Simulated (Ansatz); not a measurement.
One change: `[F][GeH2][CH2][GeH3]` becomes `[F][GeH2][CH2]Cl`.

Ansatz, PBE0-D4/def2-TZVP geometries, multiplicity 1. Each molecule was computed in one conformer, which needn't be the lowest.

Scalar relativity is left out up to krypton.

```csv
property,`[F][GeH2][CH2][GeH3]`
HOMO energy (ωB97M-V/def2-TZVPP) / eV,-10.98
size of the dipole moment (B3LYP/def2-TZVPP) / D,2.04
LUMO energy (PBE/def2-TZVPP) / eV,-0.91
size of the dipole moment (ωB97M-V/def2-TZVPP) / D,2.05
LUMO energy (ωB97M-V/def2-TZVPP) / eV,1.73
HOMO energy (B3LYP/def2-TZVPP) / eV,-8.59
```

Problem. What does the change do to each property? (An estimate is asked.)

Solution. Computed: 
```csv
property,`[F][GeH2][CH2]Cl`,shift
HOMO energy (ωB97M-V/def2-TZVPP) / eV,-10.45,0.53
size of the dipole moment (B3LYP/def2-TZVPP) / D,2.82,0.78
LUMO energy (PBE/def2-TZVPP) / eV,-1.01,-0.10
size of the dipole moment (ωB97M-V/def2-TZVPP) / D,2.83,0.78
LUMO energy (ωB97M-V/def2-TZVPP) / eV,1.80,0.07
HOMO energy (B3LYP/def2-TZVPP) / eV,-7.99,0.60
```

Dipoles are sizes alone; their direction can turn.

B3LYP here is the variant with VWN-RPA as its local correlation; programs differ in this.
